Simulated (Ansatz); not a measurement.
System: CH₄BS₂, net charge 0, doublet state. It need not be the lowest isomer of its formula. SMILES: CB(S)[S]
Structure (B3LYP-D3(BJ)/def2-TZVP (Ansatz, a first-principles code) minimum search):
```
B
C 1 1.5807
H 2 1.0896 1 113.98
H 2 1.0934 3 108.14 1 -122.01
H 2 1.0934 3 108.14 4 -115.99
S 1 1.7713 2 119.28 3 0.00
S 1 1.8155 2 121.79 3 180.00
H 7 1.3445 1 96.56 2 0.00
```
Charge 0, spin multiplicity 2.

Wanted: atomisation energy (electronic, to ground-state atoms), in kJ/mol. Valence correlation only, unless marked. Open shells are spin-unrestricted. No spin-orbit coupling. Non-relativistic. The coupled-cluster limit lacks core correlation, which all-electron functionals hold. CBS marks a two-point X^-3 extrapolation of the correlation energy; Hartree-Fock from the larger set.

| level | program | atomisation energy (kJ/mol) |
|---|---|---|
| PBE-D4/def2-TZVPD | Ansatz + dftd4 | 2908.5 |
| PBE0/STO-3G | Ansatz | 3554.2 |
| PBE0-D3(BJ)/def2-TZVP | Ansatz + dftd3 | 2868.3 |
| PBE0/def2-TZVP | Ansatz | 2851.4 |
| B2GP-PLYP-D3(BJ)/def2-TZVPD | Ansatz + dftd3 | 2802.7 |
| RPA@PBE/cc-pV(T+d)Z | Ansatz | [?] |
| SCS-MP2/aug-cc-pV(D+d)Z | Ansatz | 2655.5 |
| SCS-MP2/aug-cc-pV(T+d)Z | Ansatz | 2784.2 |
| CCSD(T)/CBS(aug-cc-pV(T+d)Z,aug-cc-pV(Q+d)Z) | Ansatz | 2821.2 |

### Question
What belongs in the gaps?

### Answer

- RPA@PBE/cc-pV(T+d)Z, atomisation energy (kJ/mol): 2622.0
